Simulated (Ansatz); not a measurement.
```yaml
crystal:
  periodic: [false, false, false]
  atoms:
    - {symbol: As, position_ang: [0.115667, 2.073788, 0.206079]}
    - {symbol: As, position_ang: [-0.023205, -1.669188, 0.993873]}
    - {symbol: As, position_ang: [1.965800, -1.471852, -0.405796]}
    - {symbol: As, position_ang: [-2.181963, 1.333097, 0.176797]}
    - {symbol: As, position_ang: [-0.332543, -1.369894, -1.398210]}
    - {symbol: As, position_ang: [1.138526, 0.563750, -1.467185]}
    - {symbol: As, position_ang: [-0.682282, 0.540299, 1.894442]}
basis:
  gaussian: {orbitals: def2-TZVPD, initial_orbitals: start.molden}
total_charge: -1
hamiltonian: {xc: pbe0, dispersion: d4}
scf: {omitted_lower_state_checks: [starts]}
output: {orbitals: {seedname: orbitals}}
```

The file start.molden holds the orbitals of an earlier run on this structure, at another level or in another basis.

```sh
$ ansatz run in.yaml --threads 4 --pin off --events-out ev --progress --plain --max-ram 4787MiB
```

**Question.** Does this run fit into the memory that it is given?

**Answer.** No. It has 378 basis functions, and Ansatz plans for 5.16 GiB where 4.67 GiB are given.
